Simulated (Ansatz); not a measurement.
Consider the formal exchange of groups at a Ge–Si bond: `CO[SiH](C)[GeH3]` + `F[SiH]1CS1` → `F[Si@H]1S[C@@H]1[GeH3]` + `CO[SiH2]C`.

Calculated with Ansatz (gas phase, PBE0-D4/def2-TZVP geometries, no zero-point term in ΔE). CCSD(T)/CBS is the MP2 limit (def2-TZVPP, def2-QZVPP) plus CCSD(T) − MP2 in def2-TZVPP, frozen cores. DFT in def2-TZVPP. For Ge outer-core shells are correlated without core-valence functions, which leaves a few kJ/mol of doubt a bond. Scalar relativity is left out up to krypton. One conformer a species, not always the lowest.

| species | ωB97X-V energy (Eh) |
| --- | --- |
| `CO[SiH](C)[GeH3]` | -2523.78080 |
| `F[SiH]1CS1` | -827.43411 |
| `F[Si@H]1S[C@@H]1[GeH3]` | -2905.44715 |
| `CO[SiH2]C` | -445.75973 |

(1) Work out ΔE.

Largest T1 diagnostic among the species: 0.012.

## Answers

(1) ΔE = (-2905.44715) + (-445.75973) − (-2523.78080) − (-827.43411) = 0.00803 Eh = +21.1 kJ/mol. CCSD(T)/CBS gives +17.0 kJ/mol.

From PBE to PBE0 (25 % exact exchange), in def2-TZVPP and without D4, ΔE moves by −3.4 kJ/mol.
